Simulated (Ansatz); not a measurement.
Ge6⁺. Total charge 1; doublet. Geometry PBE-D4/def2-SVP.

```xyz
6

Ge    0.316    1.881   -1.149
Ge    1.767   -2.731    0.054
Ge   -1.766    2.732   -0.053
Ge   -0.319   -1.883    1.145
Ge    1.069   -0.466   -0.539
Ge   -1.068    0.467    0.542
```

Another isomer (doublet) lies 1.44 eV lower at PBE0-D4/def2-SVP; other spin states weren't run for this one.

Question: Estimate the α-spin orbital energies around the gap (eV) in Ansatz with PBE-D4/def2-SVP, revPBE-D4/def2-SVP, r2SCAN-D4/def2-SVP, PBE0-D4/def2-SVP.

Answer: 
```tsv
orbital	PBE-D4/def2-SVP	revPBE-D4/def2-SVP	r2SCAN-D4/def2-SVP	PBE0-D4/def2-SVP
HOMO−5	-10.96	-10.90	-11.35	-11.96
HOMO−4	-10.94	-10.88	-11.24	-11.78
HOMO−3	-10.82	-10.75	-11.13	-11.67
HOMO−2	-10.35	-10.29	-10.63	-11.17
HOMO−1	-9.57	-9.52	-9.94	-10.41
HOMO	-9.47	-9.40	-9.70	-10.11
LUMO	-7.98	-7.90	-8.07	-7.37
LUMO+1	-7.57	-7.50	-7.63	-7.03
LUMO+2	-7.49	-7.41	-7.52	-6.92
LUMO+3	-6.60	-6.53	-6.59	-5.97
LUMO+4	-6.57	-6.50	-6.55	-5.87
LUMO+5	-5.82	-5.75	-5.74	-5.18
β HOMO	-9.38	-9.32	-9.64	-10.02
β LUMO	-9.10	-9.01	-9.09	-8.56
```
